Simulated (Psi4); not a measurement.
F3Ti, doublet, geometry from GFN2-xTB (such geometries of metal compounds can be far from the true shape); PBE/6-31G* run with Psi4.

Input for Psi4:
```
memory 2 GB

molecule {
0 2
  Ti    0.00000000   -0.00000000   -0.00000000
  F    -1.44890707   -0.87306393    0.07165357
  F     0.02042256    1.55241999   -0.67548625
  F     1.42848452   -0.67935606    0.60383267
}

set basis 6-31g*
set reference uks

energy('pbe')
print_variables()
```

The log (banner, timings and long lists left out):

```
   => Loading Basis Set <=

    Name: 6-31G*
    Role: ORBITAL
    Keyword: BASIS

         ---------------------------------------------------------
                                   SCF
               by Justin Turney, Rob Parrish, Andy Simmonett
                          and Daniel G. A. Smith
                              UKS Reference
         ---------------------------------------------------------

  ==> Geometry <==

    Molecular point group: c1
    Full point group: C1

    Geometry (in Angstrom), charge = 0, multiplicity = 2:

       Center              X                  Y                   Z               Mass
    ------------   -----------------  -----------------  -----------------  -----------------
         TI          -0.000000001810     0.000000000000     0.000000001810    47.947941980000
         F           -1.448907071810    -0.873063930000     0.071653571810    18.998403162730
         F            0.020422558190     1.552419990000    -0.675486248190    18.998403162730
         F            1.428484518190    -0.679356060000     0.603832671810    18.998403162730

  Running in c1 symmetry.

  Rotational constants: A =      0.20635  B =      0.20635  C =      0.10318 [cm^-1]
  Rotational constants: A =   6186.22340  B =   6186.22338  C =   3093.11170 [MHz]
  Nuclear repulsion =  229.498970957642854

  Charge       = 0
  Multiplicity = 2
  Electrons    = 49
  Nalpha       = 25
  Nbeta        = 24

  ==> Algorithm <==

  SCF Algorithm Type is DF.
  DIIS enabled.
  MOM disabled.
  Fractional occupation disabled.
  Guess Type is SAD.
  Energy threshold   = 1.00e-06
  Density threshold  = 1.00e-06
  Integral threshold = 1.00e-12

  ==> Primary Basis <==

  Basis Set: 6-31G*
    Blend: 6-31G*
    Number of shells: 30
    Number of basis functions: 84
    Number of Cartesian functions: 84
    Spherical Harmonics?: false
    Max angular momentum: 3

  ==> DFT Potential <==

   => LibXC <=

    Version 7.1.2
    S. Lehtola, C. Steigemann, M. J. T. Oliveira, and M. A. L. Marques,  SoftwareX 7, 1–5 (2018) (10.1016/j.softx.2017.11.002)

   => Composite Functional: PBE <=

    PBE GGA Exchange-Correlation Functional

    J.P. Perdew et. al., Phys. Rev. Lett., 77(18), 3865-3868, 1996

    Deriv               =              1
    GGA                 =           TRUE
    Meta                =          FALSE

    Exchange Hybrid     =          FALSE
    MP2 Hybrid          =          FALSE

   => Exchange Functionals <=

    1.0000     XC_GGA_X_PBE

   => Correlation Functionals <=

    1.0000     XC_GGA_C_PBE

   => LibXC Density Thresholds  <==

    XC_GGA_C_PBE:  1.00E-12
    XC_GGA_X_PBE:  1.00E-15

   => Molecular Quadrature <=

    Radial Scheme          =       TREUTLER
    Pruning Scheme         =           NONE
    Nuclear Scheme         =       TREUTLER

    Blocking Scheme        =         OCTREE
    BS radius alpha        =              1
    Pruning alpha          =              1
    Radial Points          =             75
    Spherical Points       =            302
    Total Points           =          88042
    Total Blocks           =            712
    Max Points             =            255
    Max Functions          =             83
    Weights Tolerance      =       1.00E-15

   => Loading Basis Set <=

    Name: (6-31G* AUX)
    Role: JKFIT
    Keyword: DF_BASIS_SCF

  ==> Integral Setup <==

  SCF_SUBTYPE=INCORE selected. In-core MEM_DF algorithm will be used.
  Using in-core AOs.

  ==> MemDFJK: Density-Fitted J/K Matrices <==

    J tasked:                   Yes
    K tasked:                    No
    wK tasked:                   No
    Algorithm:                 Core
    Schwarz Cutoff:           1E-12
    Mask sparsity (%):       0.9070
    Fitting Condition:        1E-10

   => Auxiliary Basis Set <=

  Basis Set: (6-31G* AUX)
    Blend: CC-PVDZ-JKFIT + DEF2-UNIVERSAL-JKFIT
    Number of shells: 130
    Number of basis functions: 620
    Number of Cartesian functions: 620
[...]
    Using symmetric orthogonalization.

  ==> Pre-Iterations <==

  SCF Guess: Superposition of Atomic Densities via on-the-fly atomic UHF (no occupation information).

   -------------------------
    Irrep   Nso     Nmo
   -------------------------
     A         84      84
   -------------------------
    Total      84      84
   -------------------------

  ==> Iterations <==

                           Total Energy        Delta E     RMS |[F,P]|

   @DF-UKS iter SAD: -1147.71099139984062   -1.14771e+03   0.00000e+00
   @DF-UKS iter   1: -1148.43045418622410   -7.19463e-01   9.35647e-03 DIIS/ADIIS
   @DF-UKS iter   2: -1146.81795803727823    1.61250e+00   2.95411e-02 DIIS/ADIIS
   @DF-UKS iter   3: -1148.51839786611845   -1.70044e+00   6.08630e-03 DIIS/ADIIS
   @DF-UKS iter   4: -1148.61133781349372   -9.29399e-02   2.44547e-03 DIIS/ADIIS
   @DF-UKS iter   5: -1148.62642011279058   -1.50823e-02   8.64920e-05 DIIS
   @DF-UKS iter   6: -1148.62643409843326   -1.39856e-05   6.90626e-05 DIIS
   @DF-UKS iter   7: -1148.62644808535242   -1.39869e-05   5.15983e-06 DIIS
   @DF-UKS iter   8: -1148.62644815848353   -7.31311e-08   1.75083e-06 DIIS
   @DF-UKS iter   9: -1148.62644816073112   -2.24759e-09   1.56367e-06 DIIS
   @DF-UKS iter  10: -1148.62644816717466   -6.44354e-09   5.65938e-08 DIIS
  Energy and wave function converged.

  ==> Post-Iterations <==

   Electrons on quadrature grid:
      Nalpha   =   24.9999852381 ; deviation = -1.476e-05
      Nbeta    =   23.9999851424 ; deviation = -1.486e-05
      Ntotal   =   48.9999703804 ; deviation = -2.962e-05

   @Spin Contamination Metric:   1.898947389E-03
   @S^2 Expected:                7.500000000E-01
   @S^2 Observed:                7.518989474E-01
   @S   Expected:                5.000000000E-01
   @S   Observed:                5.000000000E-01

    Orbital Energies [Eh]
    ---------------------

    Alpha Occupied:

[...]
      25A     -0.154513

    Alpha Virtual:

[...]
    Beta Occupied:

[...]
    Beta Virtual:

[...]
    Final Occupation by Irrep:
              A
    DOCC [    24 ]
    SOCC [     1 ]
    NA   [    25 ]
    NB   [    24 ]

  @DF-UKS Final Energy: -1148.62644816717466

   => Energetics <=

    Nuclear Repulsion Energy =            229.4989709576428538
    One-Electron Energy =               -2040.5249011666462593
    Two-Electron Energy =                 735.5047542000272642
    DFT Exchange-Correlation Energy =     -73.1052721581984741
    Empirical Dispersion Energy =           0.0000000000000000
    VV10 Nonlocal Energy =                  0.0000000000000000
    Total Energy =                      -1148.6264481671746580

  UHF NO Occupations:
  HONO-2 :   23  A 1.9998173
  HONO-1 :   24  A 1.9998172
  HONO-0 :   25  A 1.0000000
  LUNO+0 :   26  A 0.0001828
  LUNO+1 :   27  A 0.0001827
  LUNO+2 :   28  A 0.0001485
  LUNO+3 :   29  A 0.0001338

Computation Completed

Properties will be evaluated at   0.000000,   0.000000,   0.000000 [a0]

Properties computed using the SCF density matrix

 Multipole Moments:

 ------------------------------------------------------------------------------------
     Multipole            Electronic (a.u.)      Nuclear  (a.u.)        Total (a.u.)
 ------------------------------------------------------------------------------------

 L = 1.  Multiply by 2.5417464519 to convert [e a0] to [Debye]
 Dipole X            :          0.0000011            0.0000000            0.0000011
 Dipole Y            :         -0.0000161           -0.0000000           -0.0000161
 Dipole Z            :          0.0000067           -0.0000000            0.0000067
 Magnitude           :                                                    0.0000175

 ------------------------------------------------------------------------------------

  Variable Map:
  ----------------------------------------------------------------------------
[...]
  Array Variable Map:
  ----------------------------------------------------------------------------
[...]
[...]
```
